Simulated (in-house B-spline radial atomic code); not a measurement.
**RPA and G0W0 on LDA exchange-only: the strontium ion Sr²³⁺**

Configuration [Ne] 3s2 3p3, highest spin, mean-field start LDA exchange-only. Computed with a B-spline radial code for spherical atoms: all electrons, non-relativistic, point nucleus, each spin shell either full or empty, empty states to l = 9 with an (l + 1/2)⁻⁴ tail; G0W0 by contour deformation at full frequency.

Without relativity these are model numbers: it shifts the levels of so heavy an element strongly and can reorder them.

Command:
```bash
python run_gw.py task.json out
```
Settings (radii: box in bohr, nucleus in fm):
```
Z                        38
electrons                15
configuration            [Ne] 3s2 3p3
hamiltonian              nr
method                   lda,
lmax                     9
spin_polarised           True
box_radius               3.69
intervals                46
```

Time taken, with all properties: 1.7 s on 1 thread of Arm Neoverse N1, with other jobs on the host.

Energies (hartree):

| term | value |
| --- | --- |
| mean-field total | -2790.00461 |
| Hartree-Fock functional on these orbitals | -2795.06191 |
| direct second order | -1.3102 |
| second-order exchange | 0.48008 |
| SOSEX correction | 0.43491 |

(1) What is the RPA correlation energy, and what remains with SOSEX?

Quasi-particle levels (eV):

```csv
level,occupied,mean field,Σx - vxc,Σc,QP weight,G0W0
3p up,yes,-1068.92,-28.97,?,?,?
3s down,yes,-1113.50,-21.77,-6.14,0.975,-1141.41
2p down,yes,-2889.33,-82.51,6.92,0.984,-2964.93
3p down,no,-1053.06,25.03,-4.83,0.970,-1032.87
```

G0W0 = mean field + (Σx - vxc) + Σc, with Σc (partial-wave tail included) taken at the quasi-particle energy. Only the outer levels were computed. Levels of low weight are left out.

(2) Where does G0W0 put 3p up?

Answers

(1) RPA gives -1.1603 hartree (-2.1 eV per electron); RPA + SOSEX gives -0.72537, and the second-order doubles -0.83014 hartree (no singles). RPA lacks exchange-type terms and so overcorrelates at short range.

(2) At -1098.03 eV, with Σc = -0.14 eV and a quasi-particle weight of 0.969. The tabulated removal energy is 1105 ± 4 eV (NIST, semi-empirical); the calculation leaves out relativity, Breit and QED terms, and what these don't explain is the method's own error.
